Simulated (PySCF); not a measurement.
Isomers of C5H8F2O2Si.

All values: PBE0/pcSseg-1 (PySCF) at GFN2-xTB geometries, gas phase, one conformer each.

(1) Rank by the highest Hirshfeld charge on any atom, lowest value first.
A. `[O:1]=[C:2]([OH:3])[C@:4]1([CH:5]([F:6])[F:7])[CH2:8][CH2:9][SiH2:10]1` with O1–C2–O3–H 2°, O1–C2–C4–C5 -26°, C2–C4–C5–F6 -83°, C2–C4–C8–C9 -124°, C4–C8–C9–Si10 10°, C8–C9–Si10–C4 -8°, C2–C4–Si10–C9 128°
B. `[O:1]=[CH:2][O:3][C@@H:4]1[C@H:5]([F:6])[CH2:7][SiH2:8][C@H:9]1[F:10]` with O1–C2–O3–C4 1°, C2–O3–C4–C5 -81°, O3–C4–C5–F6 -56°, C4–C5–C7–Si8 43°, C5–C7–Si8–C9 -20°, C7–Si8–C9–F10 -127°
C. `[CH3:1][C:2](=[O:3])/[CH:4]=[C:5](/[O:6][SiH3:7])[CH:8]([F:9])[F:10]` with C1–C2–C4–C5 -179°, C4–C5–O6–Si7 -170°, C4–C5–C8–F9 -112°
D. `[O:1]=[C:2]([SiH3:3])[O:4][C@@:5]1([F:6])[CH2:7][C@H:8]1[CH2:9][F:10]` with O1–C2–O4–C5 1°, C2–O4–C5–F6 83°, C7–C8–C9–F10 32°
E. `[O:1]=[CH:2][C@H:3]1[CH2:4][O:5][CH2:6][SiH2:7][C:8]1([F:9])[F:10]` with O1–C2–C3–C4 -79°, C2–C3–C4–O5 41°, C3–C4–O5–C6 74°, C4–O5–C6–Si7 -54°, O5–C6–Si7–C8 35°
F. `[CH3:1][C:2](=[O:3])[O:4][SiH2:5][CH2:6]/[C:7]([F:8])=[CH:9]\[F:10]` with C1–C2–O4–Si5 180°, C2–O4–Si5–C6 177°, O4–Si5–C6–C7 176°, Si5–C6–C7–F8 -75°

(2) Rank by the lowest IAO charge on any atom, highest value first.
A. `[O:1]=[CH:2][O:3][C@@H:4]1[C@@H:5]([F:6])[CH2:7][SiH2:8][C@@H:9]1[F:10]` with O1–C2–O3–C4 2°, C2–O3–C4–C5 -91°, O3–C4–C5–F6 180°, C4–C5–C7–Si8 -31°, C5–C7–Si8–C9 3°, C7–Si8–C9–F10 145°
B. `[O:1]=[CH:2][O:3][C@@H:4]1[SiH2:5][C@@H:6]1[CH2:7][CH:8]([F:9])[F:10]` with O1–C2–O3–C4 2°, C2–O3–C4–Si5 5°, Si5–C6–C7–C8 90°, C6–C7–C8–F9 -59°
C. `[O:1]=[C:2]([OH:3])[C@:4]1([CH:5]([F:6])[F:7])[CH2:8][CH2:9][SiH2:10]1` with O1–C2–O3–H 2°, O1–C2–C4–C5 -26°, C2–C4–C5–F6 -83°, C2–C4–C8–C9 -124°, C4–C8–C9–Si10 10°, C8–C9–Si10–C4 -8°, C2–C4–Si10–C9 128°
D. `[O:1]=[CH:2][C@H:3]1[CH2:4][O:5][CH2:6][SiH2:7][C:8]1([F:9])[F:10]` with O1–C2–C3–C4 -79°, C2–C3–C4–O5 41°, C3–C4–O5–C6 74°, C4–O5–C6–Si7 -54°, O5–C6–Si7–C8 35°
E. `[O:1]=[C:2]([SiH3:3])[O:4][C@@:5]1([F:6])[CH2:7][C@H:8]1[CH2:9][F:10]` with O1–C2–O4–C5 1°, C2–O4–C5–F6 83°, C7–C8–C9–F10 32°
F. `[CH3:1][C:2](=[O:3])[O:4][SiH2:5][CH2:6]/[C:7]([F:8])=[CH:9]\[F:10]` with C1–C2–O4–Si5 180°, C2–O4–Si5–C6 177°, O4–Si5–C6–C7 176°, Si5–C6–C7–F8 -75°

(3) Rank by the highest IAO charge on any atom, highest value first.
A. `[O:1]=[C:2]([SiH3:3])[O:4][C@@:5]1([F:6])[CH2:7][C@H:8]1[CH2:9][F:10]` with O1–C2–O4–C5 1°, C2–O4–C5–F6 83°, C7–C8–C9–F10 32°
B. `[CH3:1][C:2](=[O:3])[O:4][SiH2:5][CH2:6]/[C:7]([F:8])=[CH:9]\[F:10]` with C1–C2–O4–Si5 180°, C2–O4–Si5–C6 177°, O4–Si5–C6–C7 176°, Si5–C6–C7–F8 -75°
C. `[O:1]=[CH:2][O:3][C:4]1([CH:5]([F:6])[F:7])[CH2:8][SiH2:9][CH2:10]1` with O1–C2–O3–C4 2°, C2–O3–C4–C5 -63°, O3–C4–C5–F6 -176°, O3–C4–C8–Si9 -137°, C4–C8–Si9–C10 12°, C8–Si9–C10–C4 -12°, O3–C4–C10–Si9 133°
D. `[O:1]=[CH:2][O:3][C@@H:4]1[SiH2:5][C@@H:6]1[CH2:7][CH:8]([F:9])[F:10]` with O1–C2–O3–C4 2°, C2–O3–C4–Si5 5°, Si5–C6–C7–C8 90°, C6–C7–C8–F9 -59°
E. `[O:1]=[CH:2][C@H:3]1[CH2:4][O:5][CH2:6][SiH2:7][C:8]1([F:9])[F:10]` with O1–C2–C3–C4 -79°, C2–C3–C4–O5 41°, C3–C4–O5–C6 74°, C4–O5–C6–Si7 -54°, O5–C6–Si7–C8 35°
F. `[CH3:1][C:2](=[O:3])/[CH:4]=[C:5](/[O:6][SiH3:7])[CH:8]([F:9])[F:10]` with C1–C2–C4–C5 -179°, C4–C5–O6–Si7 -170°, C4–C5–C8–F9 -112°

Answers

(1) E (+0.300 e), D (+0.330 e), B (+0.350 e), A (+0.361 e), C (+0.384 e), F (+0.400 e).

(2) D (-0.378 e), E (-0.421 e), B (-0.457 e), C (-0.540 e), A (-0.568 e), F (-0.596 e).

(3) B (+1.005 e), F (+0.863 e), C (+0.747 e), E (+0.718 e), D (+0.657 e), A (+0.582 e).

All values together:

```tsv
SMILES	μ (D)	HOMO (eV)	LUMO (eV)	lowest IAO charge (e)	highest IAO charge (e)	lowest Hirshfeld charge (e)	highest Hirshfeld charge (e)
O=C([SiH3])O[C@@]1(F)C[C@H]1CF	1.53	-7.92	-0.89	-0.421 (O)	+0.582 (Si)	-0.227 (O)	+0.330 (Si)
O=CO[C@@H]1[SiH2][C@@H]1CC(F)F	2.60	-6.94	-0.31	-0.457 (O)	+0.657 (Si)	-0.213 (O)	+0.292 (Si)
CC(=O)/C=C(\O[SiH3])C(F)F	1.47	-7.62	-2.05	-0.528 (O)	+0.868 (Si)	-0.188 (O)	+0.360 (Si)
CC(=O)/C=C(/O[SiH3])C(F)F	2.89	-7.49	-1.85	-0.546 (O)	+0.863 (Si)	-0.231 (O)	+0.384 (Si)
O=CO[C@@H]1[C@H](F)C[SiH2][C@H]1F	1.86	-8.25	-0.05	-0.565 (C)	+0.739 (Si)	-0.251 (O)	+0.350 (Si)
O=COC1(C(F)F)C[SiH2]C1	2.30	-8.22	-0.21	-0.554 (C)	+0.747 (Si)	-0.240 (O)	+0.351 (Si)
O=C([SiH3])O[C@@]1(F)C[C@@H]1CF	2.82	-8.09	-1.07	-0.412 (O)	+0.579 (Si)	-0.229 (O)	+0.332 (Si)
O=CO[C@@H]1[C@@H](F)C[SiH2][C@@H]1F	2.71	-8.31	-0.15	-0.568 (C)	+0.729 (Si)	-0.246 (O)	+0.336 (Si)
O=C(O)[C@]1(C(F)F)CC[SiH2]1	3.15	-8.03	-0.56	-0.540 (C)	+0.772 (Si)	-0.276 (O)	+0.361 (Si)
O=C[C@H]1COC[SiH2]C1(F)F	2.21	-7.56	-1.39	-0.378 (O)	+0.718 (Si)	-0.164 (O)	+0.300 (Si)
O=C[C@@]1(F)O[C@H](F)CC[SiH2]1	3.04	-7.55	-1.48	-0.539 (C)	+0.723 (Si)	-0.208 (O)	+0.333 (Si)
CC(=O)O[SiH2]C/C(F)=C\F	2.22	-7.12	-0.03	-0.596 (O)	+1.005 (Si)	-0.248 (O)	+0.400 (Si)
```

Conformers: `[O:1]=[C:2]([SiH3:3])[O:4][C@@:5]1([F:6])[CH2:7][C@H:8]1[CH2:9][F:10]` with O1–C2–O4–C5 1°, C2–O4–C5–F6 83°, C7–C8–C9–F10 32°; `[O:1]=[CH:2][O:3][C@@H:4]1[SiH2:5][C@@H:6]1[CH2:7][CH:8]([F:9])[F:10]` with O1–C2–O3–C4 2°, C2–O3–C4–Si5 5°, Si5–C6–C7–C8 90°, C6–C7–C8–F9 -59°; `[CH3:1][C:2](=[O:3])/[CH:4]=[C:5](\[O:6][SiH3:7])[CH:8]([F:9])[F:10]` with C1–C2–C4–C5 180°, C4–C5–O6–Si7 9°, C4–C5–C8–F9 -71°; `[CH3:1][C:2](=[O:3])/[CH:4]=[C:5](/[O:6][SiH3:7])[CH:8]([F:9])[F:10]` with C1–C2–C4–C5 -179°, C4–C5–O6–Si7 -170°, C4–C5–C8–F9 -112°; `[O:1]=[CH:2][O:3][C@@H:4]1[C@H:5]([F:6])[CH2:7][SiH2:8][C@H:9]1[F:10]` with O1–C2–O3–C4 1°, C2–O3–C4–C5 -81°, O3–C4–C5–F6 -56°, C4–C5–C7–Si8 43°, C5–C7–Si8–C9 -20°, C7–Si8–C9–F10 -127°; `[O:1]=[CH:2][O:3][C:4]1([CH:5]([F:6])[F:7])[CH2:8][SiH2:9][CH2:10]1` with O1–C2–O3–C4 2°, C2–O3–C4–C5 -63°, O3–C4–C5–F6 -176°, O3–C4–C8–Si9 -137°, C4–C8–Si9–C10 12°, C8–Si9–C10–C4 -12°, O3–C4–C10–Si9 133°; `[O:1]=[C:2]([SiH3:3])[O:4][C@@:5]1([F:6])[CH2:7][C@@H:8]1[CH2:9][F:10]` with O1–C2–O4–C5 5°, C2–O4–C5–F6 81°, C7–C8–C9–F10 85°; `[O:1]=[CH:2][O:3][C@@H:4]1[C@@H:5]([F:6])[CH2:7][SiH2:8][C@@H:9]1[F:10]` with O1–C2–O3–C4 2°, C2–O3–C4–C5 -91°, O3–C4–C5–F6 180°, C4–C5–C7–Si8 -31°, C5–C7–Si8–C9 3°, C7–Si8–C9–F10 145°; `[O:1]=[C:2]([OH:3])[C@:4]1([CH:5]([F:6])[F:7])[CH2:8][CH2:9][SiH2:10]1` with O1–C2–O3–H 2°, O1–C2–C4–C5 -26°, C2–C4–C5–F6 -83°, C2–C4–C8–C9 -124°, C4–C8–C9–Si10 10°, C8–C9–Si10–C4 -8°, C2–C4–Si10–C9 128°; `[O:1]=[CH:2][C@H:3]1[CH2:4][O:5][CH2:6][SiH2:7][C:8]1([F:9])[F:10]` with O1–C2–C3–C4 -79°, C2–C3–C4–O5 41°, C3–C4–O5–C6 74°, C4–O5–C6–Si7 -54°, O5–C6–Si7–C8 35°; `[O:1]=[CH:2][C@@:3]1([F:4])[O:5][C@H:6]([F:7])[CH2:8][CH2:9][SiH2:10]1` with O1–C2–C3–F4 -172°, C2–C3–O5–C6 166°, C3–O5–C6–F7 62°, O5–C6–C8–C9 68°, C6–C8–C9–Si10 -58°; `[CH3:1][C:2](=[O:3])[O:4][SiH2:5][CH2:6]/[C:7]([F:8])=[CH:9]\[F:10]` with C1–C2–O4–Si5 180°, C2–O4–Si5–C6 177°, O4–Si5–C6–C7 176°, Si5–C6–C7–F8 -75°.
